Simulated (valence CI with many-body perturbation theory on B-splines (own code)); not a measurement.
The numbers below are computed, except where a source is named.
## In¹⁸⁺: magnetic and hyperfine properties of the levels

Method: configuration interaction combined with many-body perturbation theory (CI+MBPT): three valence electrons over a frozen Dirac-Fock core [Ar] 3d10, radial functions for each j: 11 s, 11 p, 9 d, 7 f, 5 g, 2 h, 1 i, with the one-electron correlation potential Σ1 (screened to all orders), the two-electron term Σ2, the three-electron term Σ3, Breit, model QED; selected single and double excitations, second order for the rest (own B-spline code, finite nucleus).

No measured spectrum was set against this ion. As an estimate, levels hold to about 250 cm⁻¹ or 0.2 % of their energy and the worst to 1 %, as in measured heavy ions of charge 2 to 7; those with d or f electrons hold less well.

A/g_I is the dipole constant over the nuclear g factor μ/I (μ in nuclear magnetons, uniformly magnetised nucleus), B/Q the quadrupole constant per barn. Both hold the static response of the core; the bare values leave it out. Large factors of s and p1/2 electrons are usually good to 5 to 10 %; those of open d and f shells near neutrality can be off by tens of per cent, and small factors of p3/2, d and f electrons come from cancelling terms and can be off by a factor of two or in sign, in half-filled shells by more. B is blank for J = 1/2, where it vanishes, and for nearly pure S terms. Energies count from the lowest level.

Names give the largest LS component (configuration and term), which can be under half, so a name can repeat, a term be missing and a line seem to break the LS rules; names also repeat where a configuration has a term twice. Letters in brackets count levels of one name in rising energy.

```
               Level  E (cm⁻¹)      g  A/g_I (MHz)  A/g_I bare  B/Q (MHz/b)  B/Q bare
      4s2 4p 2P°_1/2         0  0.664        58100       55100                       
      4s2 4p 2P°_3/2     78200  1.333         9750        9140        18100     17000
       4s 4p2 4P_1/2    311930  2.552       147000      139000                       
       4s 4p2 4P_3/2    358070  1.712        50100       47400        14800     13900
       4s 4p2 4P_5/2    383630  1.492        54300       51500        -5520     -5190
       4s 4p2 2D_3/2    433170  0.862        -6910       -6540        21000     19800
       4s 4p2 2D_5/2    465630  1.306        48300       45800        21900     20600
       4s 4p2 2P_1/2    467430  1.174        12200       11600                       
       4s 4p2 2S_1/2    545210  1.608       172000      163000                       
       4s 4p2 2P_3/2    553300  1.289       -19400      -18400       -15000    -14200
       4s2 4d 2D_3/2    675570  0.800         2400        2420         4000      3750
       4s2 4d 2D_5/2    689030  1.200         4260        4150         5310      4970
     4p3 4S°_3/2 [a]    776220  1.375         7270        7020        14700     13800
     4p3 4S°_3/2 [b]    829370  1.433        -1690       -1440          184       173
         4p3 2D°_5/2    834270  1.198        19800       18800        -2920     -2750
         4p3 2P°_1/2    883370  0.664        55200       52100                       
    4s 4p 4d 4F°_3/2    919260  0.477       -18500      -17500         6250      5850
    4s 4p 4d 4F°_5/2    934760  1.046        25400       24100         3480      3240
         4p3 2P°_3/2    934790  1.279         6950        6690       -14700    -13800
    4s 4p 4d 4F°_7/2    959750  1.251        30800       29300         3990      3700
    4s 4p 4d 4P°_5/2    974140  1.459        32100       30500         4410      4100
    4s 4p 4d 4D°_3/2    981030  1.365        20000       19200         3350      3140
    4s 4p 4d 4D°_1/2    984280  0.333       -65800      -62200                       
    4s 4p 4d 4F°_9/2   1005200  1.333        26400       25100        22100     20700
4s 4p 4d 2F°_5/2 [a]   1018700  1.015        14200       13500         6310      5930
4s 4p 4d 2D°_3/2 [a]   1024900  0.873       -20000      -18900        -1800     -1700
    4s 4p 4d 4P°_1/2   1034000  2.359       104000       98300                       
    4s 4p 4d 4D°_7/2   1036700  1.393        30900       29400        -3360     -3150
    4s 4p 4d 4D°_5/2   1036900  1.317        31200       29700        -1430     -1330
    4s 4p 4d 4P°_3/2   1037500  1.506        40300       38400        -6360     -5950
4s 4p 4d 2D°_5/2 [a]   1057500  1.219        36600       34800        -3160     -3010
4s 4p 4d 2P°_3/2 [a]   1093800  1.130        -1420       -1290        -1380     -1310
4s 4p 4d 2F°_7/2 [a]   1095600  1.143        -2150       -1960        21800     20500
4s 4p 4d 2F°_7/2 [b]   1118000  1.162        25400       24200        17300     16200
4s 4p 4d 2F°_5/2 [b]   1119900  0.881       -12000      -11300        15700     14700
4s 4p 4d 2P°_1/2 [a]   1134800  0.645       -67200      -63500                       
4s 4p 4d 2P°_1/2 [b]   1144800  0.659        24300       23100                       
4s 4p 4d 2D°_3/2 [b]   1158300  0.978        30400       28900        -9690     -9130
4s 4p 4d 2P°_3/2 [b]   1158700  1.309        12700       12300         1230      1140
4s 4p 4d 2D°_5/2 [b]   1164500  1.171       -11600      -10900       -11700    -11000
```

Question: Take the isotope of mass number 115, with I = 9/2, μ = 5.5326 μN and Q = 0.772 b. What is the hyperfine structure of 4s2 4p 2P°_1/2?

Answer: From the table A = 71400 MHz. Shifts from the centre of gravity in MHz: F = 4: -196000, F = 5: 161000.
